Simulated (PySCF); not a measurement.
## Löwdin shares of the frontier orbitals

C3H11PSi2.
Geometry (PBE0-D3(BJ)/def2-SVP, Å), atoms numbered from 1 in this order:
```
atom  x, y, z in Å
C1    -2.701   -1.242   -0.045
Si2   -1.899    0.424    0.293
C3    -0.040    0.255    0.486
C4     0.861    0.886   -0.288
Si5    2.719    0.723   -0.100
P6     3.149   -0.943    1.378
H7    -2.303   -1.688   -0.969
H8    -2.511   -1.943    0.783
H9    -3.792   -1.136   -0.155
H10   -2.478    1.002    1.548
H11   -2.159    1.375   -0.834
H12    0.333   -0.403    1.288
H13    0.491    1.546   -1.087
H14    3.347    0.492   -1.439
H15    3.308    1.983    0.456
H16    4.564   -0.822    1.221
H17    3.033   -1.974    0.396
```

Method: TDDFT CAM-B3LYP/def2-SVPD, vertical, gas phase, core orbitals frozen in the response in PySCF.

Frontier orbitals with the atoms that hold most of them (Löwdin shares over 4%, at most four atoms; ? is withheld):

| orbital | ε (eV) | atoms |
| --- | --- | --- |
| LUMO+2 | 1.23 | P6 24%, Si5 22%, H14 9%, H15 9% |
| LUMO+1 | 0.98 | Si5 30%, P6 16%, H17 8%, Si2 8% |
| LUMO | 0.17 | C4 30%, C3 30%, Si5 10%, Si2 8% |
| HOMO | ? | ? |
| HOMO-1 | -9.21 | ? |
| HOMO-2 | -9.65 | C4 22%, C3 22%, Si5 14%, Si2 13% |
| HOMO-3 | -10.46 | P6 32%, Si5 19%, H17 9%, H15 9% |

Which atoms hold the HOMO-1, and with what shares?

C4 (bonded to C, Si and H) 31%; C3 (bonded to C, Si and H) 30%; Si5 (bonded to C, P and 2 H) 8%; Si2 (bonded to 2 C and 2 H) 6%. By element: carbon 61% or more, silicon 14%.

Give the leading atoms of the HOMO.

P6 (bonded to Si and 2 H) 63%; Si5 (bonded to C, P and 2 H) 14%; H17 (bonded to P) 6%; H16 (bonded to P) 6%. By element: phosphorus 63%, silicon 14% or more, hydrogen 12% or more.

What is the HOMO energy, and the HOMO–LUMO gap?

ε(HOMO) = -8.75 eV; the gap is 8.92 eV (0.3277 hartree).

How does S1 compare with the orbital gap of 8.92 eV?

S1 is at 5.78 eV (f = 0.0025), 3.13 eV below the gap, made of HOMO-2→LUMO (75%), HOMO→LUMO (19%). Its leading pair isn't HOMO and LUMO; the energies of that pair differ by 9.81 eV. Without the coupling terms of the response equations the lowest excitation would equal the gap.

Give energy, strength and leading configuration of S1, S2 and S7, and follow the Löwdin shares of the leading atoms from the occupied to the empty orbital.

- S1 (5.78 eV, f 0.0025), HOMO-2→LUMO (75%): C4 22% → 30%, C3 22% → 30%
- S2 (6.35 eV, f 0.046), HOMO→LUMO (72%): P6 63% → at most 9%, Si5 14% → 10%, C4 at most 7% → 30%, C3 at most 7% → 30%
- S7 (7.39 eV, f 0.0043), HOMO-1→LUMO+1 (77%): C4 31% → at most 8%, C3 30% → at most 8%, Si5 8% → 30%, P6 at most 7% → 16%

Löwdin shares depend on the basis, the more so with diffuse functions.

One conformer stands for the species.
